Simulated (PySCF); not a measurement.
Level of theory: PBE-D3(BJ)/def2-TZVP // TPSS-D3(BJ)/def2-SVP in PySCF. All species are isolated molecules in the gas phase. One relaxed conformer stands for a flexible species; it need not be the lowest. 

Reference species: [Cu(H2O)(F)] (neutral, multiplicity 1).

```json
{
  "HOMO": "-5.05 eV",
  "charge on the central atom (meta-Löwdin)": "0.56 e"
}
```

Changed species: [Cu(H2O)(H)] (L = H2O, X = H; the reference has L = H2O, X = F).

Question: Give the shifts of the HOMO and charge on the central atom (meta-Löwdin).

Answer: the HOMO rises by 0.23 eV, to -4.82 eV; the charge on the central atom (meta-Löwdin) falls by 0.41 e, to 0.15 e.
